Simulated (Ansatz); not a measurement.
`[OH][Mo](=[S])(=[S])[Cl]`, one more setting.

```yaml
crystal:
  periodic: [false, false, false]
  atoms:
    - {symbol: O, position_ang: [-0.827505, 0.552311, 1.174965]}
    - {symbol: Mo, position_ang: [0.309655, -0.095152, -0.120840]}
    - {symbol: S, position_ang: [1.782437, -1.254640, 0.758735]}
    - {symbol: S, position_ang: [-0.842113, -1.360408, -1.421284]}
    - {symbol: Cl, position_ang: [1.310824, 1.567103, -1.361835]}
    - {symbol: H, position_ang: [-1.689928, 0.699664, 1.019783]}
basis:
  gaussian: {orbitals: def2-mTZVPP}
total_charge: 1
magnetization: {spin_polarized: true, initial_magnetization: 1}
hamiltonian: {xc: {name: SVWN5}}
output: {forces: true}
```

```sh
$ ansatz run in.yaml --threads 4 --pin off --events-out ev --progress --plain --max-ram 10444MiB
```

Output, abridged:

```
Functional definition: SVWN5
1262 factors; their error is unknown
mean field evaluation 1: about -37955.2743 eV, gradient 7.7e1 eV
mean field evaluation 2: about -37629.5294 eV, gradient 2.1e2 eV
mean field evaluation 4: about -37950.4639 eV, gradient 8.0e1 eV
mean field evaluation 8: about -37978.2790 eV, gradient 5.7e0 eV
mean field evaluation 16: about -37978.4737 eV, gradient 1.1e-2 eV
mean field -37978.47371914 eV, -1395.6831664442 hartree, gradient 3.4e-5 eV, S^2 0.759646; 6 other end points of the search recorded, 0 dependent functions left out
reference -37978.47376313 eV, -1395.6831680611 hartree; 36, 35 occupied and 107, 108 virtual orbitals, 1262 factors
Total energy: -37978.47376313 eV, -1395.6831680611 hartree
Atom 0 at    -0.827505     0.552311     1.174965 Å, force     6.235718    -1.099663     0.756773 eV/Å
Atom 1 at     0.309655    -0.095152    -0.120840 Å, force    -0.919305     2.442508    -1.538270 eV/Å
Atom 2 at     1.782437    -1.254640     0.758735 Å, force     1.011988    -1.146611     0.590068 eV/Å
Atom 3 at    -0.842113    -1.360408    -1.421284 Å, force     0.448407    -0.102874     0.137007 eV/Å
Atom 4 at     1.310824     1.567103    -1.361835 Å, force    -0.714799    -1.191920     0.872453 eV/Å
Atom 5 at    -1.689928     0.699664     1.019783 Å, force    -6.062009     1.098559    -0.818031 eV/Å
Dipole moment:    -0.341376    -0.246679     0.051766 e Å
```

Hardware: 4 threads of an Arm Neoverse V2 on a shared host. Wall time 2.9 s, peak host memory 0.42 GiB.
